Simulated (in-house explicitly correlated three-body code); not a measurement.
Computed with an exponentially correlated three-body code. Model: two electrons around a point charge, non-relativistic, variational in 260 exponentially correlated functions (energies converged to about 1e-7 hartree, or 1e-8 relative for large Z).

For two electrons in a singlet the Kohn-Sham orbital is the square root of half the density, so the exact Kohn-Sham potential and energy parts follow from the density alone, and exchange is minus half the Hartree energy. The Kohn-Sham level equals minus the binding energy of the second electron.

Command:
```bash
python run_hyl.py task.json out
```
Settings (lengths in bohr, energies in hartree):
```
Z                      1.02
interaction_strength   1
functions              260
states_tried           1
```

Run time, properties included: 9.3 s on 1 thread of Arm Neoverse V1 (shared host).

**Ground state only, binding against the one-electron ion.**

Given: nuclear charge 1.02.

Computed: one-electron threshold -0.5202 hartree.

```csv
term,energy (hartree),binding (eV)
1 1S,-0.555503408,0.96065
```

**Converged states only, values per electron or pair.**

```json
{"term": "1 1S", "mean r (bohr)": "2.5833", "mean r squared (bohr²)": "10.619", "mean inverse r (1/bohr)": "0.70431", "mean r12 (bohr)": "4.1885", "mean inverse r12 (1/bohr)": "0.32579", "mean cosine": "-0.10522", "mean p1 dot p2 (bohr⁻²)": "0.035531", "delta r1 (bohr⁻³)": "0.17646", "delta r12 (bohr⁻³)": "0.0031709"}
```

**Exact Kohn-Sham parts of the ground state from its density.**

Computed: total energy -0.555503408 hartree; Hartree energy 0.7912 hartree; DFT correlation energy -0.041564 hartree; kinetic part of the DFT correlation energy 0.02825 hartree; potential part of the DFT correlation energy -0.069814 hartree; exact minus restricted Hartree-Fock -0.039744 hartree; Kohn-Sham level -0.96065 eV; restricted Hartree-Fock level -1.4616 eV.

(1) What is the exchange energy?

(2) What is the Kohn-Sham kinetic?

**Functionals on the exact density and self-consistent, errors are functional minus exact, hybrids only self-consistent, a dash where a self-consistent run leaves the top level unbound.**

| result | exchange error (millihartree) | correlation error (millihartree) | functional driven error (millihartree) |
| --- | --- | --- | --- |
| r2SCAN | -10.592 | 11.299 | 0.70713 |
| PBEsol | 10.859 | 2.7749 | 13.634 |
| SCAN | -10.592 | 11.299 | 0.70713 |
| BP86 | -13.176 | 2.7408 | -10.436 |
| M06-L | -9.1408 | 11.25 | 2.1093 |
| BLYP | -13.176 | 11.023 | -2.1535 |
| LDA VWN5 | 46.985 | -31.669 | 15.315 |
| RPBE | ? | ? | ? |
| AM05 | 33.199 | -21.738 | 11.461 |
| PW91 | ? | ? | ? |
| TPSS | -11.01 | 8.7464 | -2.264 |

(3) What belongs in the row RPBE?

(4) What belongs in the row PW91?

## Answers

(1) -0.3956 hartree.

(2) 0.52725 hartree.

(3) exchange error (millihartree): -17.006; correlation error (millihartree): 10.429; functional driven error (millihartree): -6.5767.

(4) exchange error (millihartree): -10.484; correlation error (millihartree): 8.8438; functional driven error (millihartree): -1.64.

The correlation energy of density-functional theory lies 1.8 millihartree below exact minus Hartree-Fock, because the Hartree-Fock density, unlike the exact one, minimises the Hartree-Fock energy.
